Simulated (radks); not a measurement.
The numbers below are computed, except where a source is named.
Task: Ionisation of the krypton ion Kr2+, [Ar] 3d10 4s2 4p4, to Kr3+, [Ar] 3d10 4s2 4p3, under several functionals. Dirac Kohn-Sham, spin-unpolarised, spherical densities, point nucleus; open shells fill j = l - 1/2 first; a radial shooting solver on a logarithmic mesh with Libxc functionals. The NIST Atomic Spectra Database gives 35.84 eV (measured). Rank these functionals by the error of their Delta-SCF ionisation energy: Wu-Cohen GGA; PW91; RPBE; exchange-only PBE; exchange-only B88; XLYP.

Result: From best to worst: exchange-only B88 35.630 eV (-0.208); exchange-only PBE 35.593 eV (-0.245); XLYP 36.605 eV (+0.767); RPBE 36.686 eV (+0.848); Wu-Cohen GGA 36.772 eV (+0.934); PW91 36.808 eV (+0.970). Spin polarisation and multiplet splitting are left out, so open shells lie too high by an amount that depends on their filling.

Beside tabulated values, note that spin-unpolarised runs miss the spin-polarisation part of the exchange energy of open shells.
